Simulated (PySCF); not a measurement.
H2Be, singlet, geometry from GFN2-xTB (such geometries of metal compounds can be far from the true shape). Base run: PBE/6-31G** (PySCF).

The PySCF input:
```python
from pyscf import gto, scf, dft

mol = gto.Mole()
mol.atom = '''
    Be    0.000000    0.000000    0.000000
    H     0.000000    0.000000    1.279391
    H    -0.000000   -0.000000   -1.279391
'''
mol.basis = '6-31g**'
mol.charge = 0
mol.spin = 0
mol.verbose = 3
mol.build()

mf = dft.RKS(mol)
mf.xc = 'pbe'
mf.kernel()
mf.analyze()
```

The base run was repeated with changes; each row names its change, and settings that it needs were set with it.

```json
[
 {"change": "base", "basis functions": "24", "E (Eh)": "-15.85505", "HOMO (eV)": "-7.42", "HOMO-LUMO gap (eV)": "6.15"},
 {"change": "basis = cc-pVTZ-DK; relativity = spin-free X2C", "basis functions": "58", "E (Eh)": "-15.86402", "HOMO (eV)": "-7.57", "HOMO-LUMO gap (eV)": "6.02"},
 {"change": "basis = jorge-DZP-DKH; relativity = spin-free X2C", "basis functions": "25", "E (Eh)": "-15.85573", "HOMO (eV)": "-7.52", "HOMO-LUMO gap (eV)": "5.97"},
 {"change": "basis = x2c-TZVPall; relativity = spin-free X2C; nucleus = Gaussian (with mol.nucmod = 'G')", "basis functions": "31", "E (Eh)": "-15.86050", "HOMO (eV)": "-7.57", "HOMO-LUMO gap (eV)": "6.05"},
 {"change": "basis = cc-pVTZ-DK; relativity = none", "basis functions": "58", "E (Eh)": "-15.86143", "HOMO (eV)": "-7.57", "HOMO-LUMO gap (eV)": "6.02"},
 {"change": "basis = jorge-DZP-DKH; relativity = spin-free X2C; nucleus = Gaussian (with mol.nucmod = 'G')", "basis functions": "25", "E (Eh)": "-15.85573", "HOMO (eV)": "-7.52", "HOMO-LUMO gap (eV)": "5.97"},
 {"change": "basis = x2c-TZVPall; relativity = none", "basis functions": "31", "E (Eh)": "-15.85794", "HOMO (eV)": "-7.57", "HOMO-LUMO gap (eV)": "6.05"},
 {"change": "basis = cc-pVTZ-DK; relativity = spin-free X2C; nucleus = Gaussian (with mol.nucmod = 'G')", "basis functions": "58", "E (Eh)": "-15.86402", "HOMO (eV)": "-7.57", "HOMO-LUMO gap (eV)": "6.02"},
 {"change": "basis = x2c-TZVPall; relativity = spin-free X2C", "basis functions": "31", "E (Eh)": "-15.86050", "HOMO (eV)": "-7.57", "HOMO-LUMO gap (eV)": "6.05"},
 {"change": "basis = jorge-DZP-DKH; relativity = none", "basis functions": "25", "E (Eh)": "-15.85318", "HOMO (eV)": "-7.52", "HOMO-LUMO gap (eV)": "5.97"}
]
```

Absolute energies of different levels of theory aren't comparable as measures of quality.

Basis sets contracted for a relativistic Hamiltonian are a mismatch without it, so the rows without relativity aren't non-relativistic limits. No row has spin-orbit coupling; sets with core potentials leave out the core electrons.
